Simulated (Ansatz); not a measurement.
Geometry optimisation, Ansatz 0.2.0, RKS B3LYP-D4/STO-3G.

Input file:

```yaml
crystal:
  periodic: [false, false, false]
  atoms:
    - { symbol: C, position_ang: [1.7923, 0.1918, 0.7265] }
    - { symbol: C, position_ang: [0.4932, 0.0518, 0.2672] }
    - { symbol: C, position_ang: [-0.10633, 0.18967, -1.08212] }
    - { symbol: C, position_ang: [-1.32945, -0.01123, -0.74585] }
    - { symbol: Si, position_ang: [-1.18152, -0.28029, 1.03493] }
    - { symbol: H, position_ang: [1.9701, 0.1475, 1.7692] }
    - { symbol: H, position_ang: [2.5776, 0.494, 0.04] }
    - { symbol: H, position_ang: [0.45675, 0.40823, -1.98866] }
    - { symbol: H, position_ang: [-2.23128, -0.03431, -1.46322] }
    - { symbol: H, position_ang: [-1.68365, 0.80657, 1.8578] }
    - { symbol: H, position_ang: [-1.37725, -1.68794, 1.44113] }
basis:
  gaussian: { orbitals: STO-3G }
hamiltonian:
  xc: b3lyp
  dispersion: d4
relax:
  f_tol: 0.015
  max_steps: 40
```

Command:

```bash
$ ansatz run input.yaml --threads 1 --pin off --max-ram 2048MiB --backend cpu --events-out ev --progress --plain --runs-dir out
```

Where does it end, and by what steps?

The forces met the threshold. Limits of this set-up: minimal basis. After 7 steps the energy has fallen by 0.827 eV; H6 moved furthest, 0.15 Å. The start is strongly strained (largest force component 9 eV/Å).

| step | energy less start (eV) | largest force component (eV/Å) | accepted |
| --- | --- | --- | --- |
| 0 | 0.0000 | 8.991 | yes |
| 1 | -0.6502 | 1.547 | yes |
| 2 | -0.6905 | 1.682 | yes |
| 3 | -0.8034 | 1.078 | yes |
| 4 | -0.8156 | 0.680 | yes |
| 5 | -0.8261 | 0.095 | yes |
| 6 | -0.8271 | 0.037 | yes |
| 7 | -0.8272 | 0.012 | yes |

```xyz
11
Properties=species:S:1:pos:R:3
C 1.806 0.227 0.719
C 0.532 0.091 0.331
C -0.093 0.205 -1.039
C -1.414 -0.032 -0.824
Si -1.186 -0.278 1.009
H 2.115 0.115 1.765
H 2.611 0.460 0.009
H 0.433 0.430 -1.980
H -2.218 -0.041 -1.568
H -1.779 0.703 1.894
H -1.425 -1.604 1.541
```

Whether the end is a true minimum wasn't checked by a vibrational analysis.

The run took 18 s on 1 CPU thread of a shared host.
